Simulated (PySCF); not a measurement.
Pb(F)(OMe) (CH3FOPb), SMILES C[O][Pb][F] (connectivity only; charge and spin as stated), neutral, multiplicity 1.

Geometry optimised at B3LYP-D3(BJ)/def2-SVP. A frequency run showed that this geometry is not a minimum. The def2 effective core potentials stand for the cores of Pb; spin–orbit coupling is left out. Other conformers were not sampled.

Level of theory: C-PCM-ωB97X/def2-SVP (PySCF 2.14.0).

The values are the electrostatic part of the solvation free energy, E(continuum) − E(gas) at the gas-phase geometry, in a cavity of scaled van der Waals radii (PySCF's table); cavitation and dispersion terms are not included. A continuum can't describe solvent molecules that bind to the metal. In vacuum the orbital gap is 9.09 eV. The dipole moment in vacuum is 3.24 D.

```json
[
 {"solvent": "water", "ε": "78.36", "ΔG(elec) (kcal/mol)": "-11.5", "dipole (D)": "4.42", "gap (eV)": "9.67"},
 {"solvent": "ethanol", "ε": "24.85", "ΔG(elec) (kcal/mol)": "-11.1", "dipole (D)": "4.38", "gap (eV)": "9.65"},
 {"solvent": "acetonitrile", "ε": "35.69", "ΔG(elec) (kcal/mol)": "-11.3", "dipole (D)": "4.40", "gap (eV)": "9.66"}
]
```
